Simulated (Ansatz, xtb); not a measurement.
# Ligand exchange: Si(CH3)Cl3 + C2H4ClF → SiH(CH3)Cl2 + C2H3Cl2F

Species: Si(CH3)Cl3, singlet; C2H4ClF (1-chloro-1-fluoroethane) `CC(F)Cl`, singlet; SiH(CH3)Cl2 (methyldichlorosilane), singlet; C2H3Cl2F (1,1-dichloro-1-fluoroethane) `CC(F)(Cl)Cl`, singlet. The partners trade Cl for H: Si–Cl and C–H bonds give way to Si–H and C–Cl.

Shapes, held fixed at every level: PBE0-D4/def2-TZVP. Programs: Ansatz 0.2.0, xtb 6.7.1. The zero-point and thermal change to 298 K, harmonic and unscaled (PBE0-D4/def2-TZVP), is -9.6 kJ/mol.

```tsv
level	kind	ΔH(298 K) (kJ/mol)	less CCSD(T)/CBS estimate
GFN2-xTB	semi-empirical	+80.7	-75.8
HF/def2-SVP	Hartree–Fock	+167.4	+10.9
PBE-D4/def2-TZVPP	GGA	+149.2	-7.3
r2SCAN-D4/def2-TZVPP	meta-GGA	+155.1	-1.4
BHLYP-D4/def2-TZVPP	global hybrid	+164.7	+8.2
MP2/def2-SVP	perturbation theory	+148.7	-7.8
CCSD(T)/def2-TZVPP	coupled cluster or CI	+154.9	-1.6
CCSD/def2-TZVPP	coupled cluster or CI	+157.9	+1.4
CCSD(T)/CBS estimate	coupled cluster or CI	+156.5	0.0
```

The highest level, CCSD(T)/CBS estimate, gives ΔH(298 K) = +156.5 kJ/mol; the levels span +80.7 to +167.4. GFN2-xTB strays far from the other rows. The column of differences is taken from that level and isn't an error. No measured value is set beside it here. The CBS estimate extrapolates MP2 from def2-TZVPP and def2-QZVPP and adds CCSD(T) − MP2 in the triple-zeta set, cores frozen.
